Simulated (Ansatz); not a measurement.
Calculated with Ansatz (gas phase, PBE0-D4/def2-TZVP geometries, no zero-point term in ΔE). CCSD(T)/CBS is the MP2 limit (def2-TZVPP, def2-QZVPP) plus CCSD(T) − MP2 in def2-TZVPP, frozen cores. This one scheme is used for every species. DFT in def2-TZVPP. B3LYP here is the variant with VWN-RPA as its local correlation; programs differ in this. For Ge outer-core shells are correlated without core-valence functions, which leaves a few kJ/mol of doubt a bond. Scalar relativity is left out up to krypton.

`F[Si]1([SiH3])[O][GeH2]1` → `F[SiH]1[O][GeH2]1` + `[SiH2]`  (silylene loss)

`F[Si]1([SiH3])[O][GeH2]1`:

Cartesian coordinates in Å:
```
F -1.183 1.782 0.835
Si -0.382 0.615 0.098
Si -0.656 -1.358 1.321
O -0.537 0.573 -1.525
Ge 1.285 1.119 -1.355
H 0.212 -2.394 0.707
H -2.077 -1.791 1.278
H -0.243 -1.120 2.728
H 1.419 2.497 -2.020
H 2.164 0.077 -2.066
```

`F[SiH]1[O][GeH2]1`:

Z-matrix (Å, degrees):
```
Si
O 1 1.624
Ge 1 2.255 2 56.3
F 1 1.588 2 116.9 3 112.4
H 1 1.477 2 118.7 3 -118.5
H 3 1.536 1 124.5 2 -81.8
H 3 1.535 1 122.9 2 83.0
```

`[SiH2]`:

Cartesian coordinates in Å:
```
Si 0.350 -0.414 -0.461
H 0.323 1.085 -0.180
H -0.673 -0.671 0.641
```

CCSD(T)/CBS gives +240.0 kJ/mol.

Q: Another level gave +248.9 kJ/mol. Which?
A. B2PLYP/def2-TZVPP
B. PBE0-D4/def2-TZVPP
C. PBE/def2-TZVPP
D. B3LYP-D4/def2-TZVPP

A: C. PBE 248.9, PBE0-D4 260.2, B2PLYP 233.9, B3LYP-D4 239.3 kJ/mol.

Largest T1 diagnostic among the species: 0.015.

In def2-TZVPP, CCSD(T) changes the Hartree–Fock value by +21.4 kJ/mol (the triples alone add +6.3 kJ/mol) and MP2 by +35.5 kJ/mol. From PBE to PBE0 (25 % exact exchange), in def2-TZVPP and without D4, ΔE moves by +3.8 kJ/mol.
